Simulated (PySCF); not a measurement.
```xyz
18

F     -3.4577    -1.3503     0.1912
C     -2.1554    -1.0130     0.1268
C     -1.8171     0.3541     0.0535
C     -0.4746     0.7567    -0.0154
Si    -0.0359     2.5902    -0.1131
C      0.5353    -0.2501    -0.0093
C      1.9692    -0.1078    -0.0702
C      2.6275    -1.3115    -0.0420
S      1.5480    -2.6811     0.0596
C      0.1511    -1.6263     0.0661
C     -1.1955    -2.0239     0.1350
H     -2.6377     1.0872     0.0523
H      0.8238     2.9998     1.0534
H      0.7315     2.8925    -1.3731
H     -1.3085     3.3897    -0.1000
H      2.4894     0.8583    -0.1326
H      3.7100    -1.4876    -0.0754
H     -1.5034    -3.0770     0.1932
```

Charge 0, multiplicity 1.

### Question
Give the Mulliken and meta-Löwdin atomic charges from PBE-D3(BJ)/def2-TZVP // PBE-D3(BJ)/def2-SVP run with PySCF.

### Answer

```json
[
 {"atom": "F1", "Mulliken (e)": "-0.16", "meta-Löwdin (e)": "-0.24"},
 {"atom": "C2", "Mulliken (e)": "0.27", "meta-Löwdin (e)": "0.27"},
 {"atom": "C3", "Mulliken (e)": "-0.25", "meta-Löwdin (e)": "-0.15"},
 {"atom": "C4", "Mulliken (e)": "0.00", "meta-Löwdin (e)": "-0.21"},
 {"atom": "Si5", "Mulliken (e)": "0.11", "meta-Löwdin (e)": "0.41"},
 {"atom": "C6", "Mulliken (e)": "0.14", "meta-Löwdin (e)": "-0.01"},
 {"atom": "C7", "Mulliken (e)": "-0.23", "meta-Löwdin (e)": "-0.16"},
 {"atom": "C8", "Mulliken (e)": "-0.11", "meta-Löwdin (e)": "-0.24"},
 {"atom": "S9", "Mulliken (e)": "0.02", "meta-Löwdin (e)": "0.26"},
 {"atom": "C10", "Mulliken (e)": "0.02", "meta-Löwdin (e)": "-0.09"},
 {"atom": "C11", "Mulliken (e)": "-0.25", "meta-Löwdin (e)": "-0.16"},
 {"atom": "H12", "Mulliken (e)": "0.11", "meta-Löwdin (e)": "0.13"},
 {"atom": "H13", "Mulliken (e)": "-0.02", "meta-Löwdin (e)": "-0.08"},
 {"atom": "H14", "Mulliken (e)": "-0.02", "meta-Löwdin (e)": "-0.08"},
 {"atom": "H15", "Mulliken (e)": "-0.02", "meta-Löwdin (e)": "-0.07"},
 {"atom": "H16", "Mulliken (e)": "0.13", "meta-Löwdin (e)": "0.13"},
 {"atom": "H17", "Mulliken (e)": "0.14", "meta-Löwdin (e)": "0.15"},
 {"atom": "H18", "Mulliken (e)": "0.12", "meta-Löwdin (e)": "0.14"}
]
```
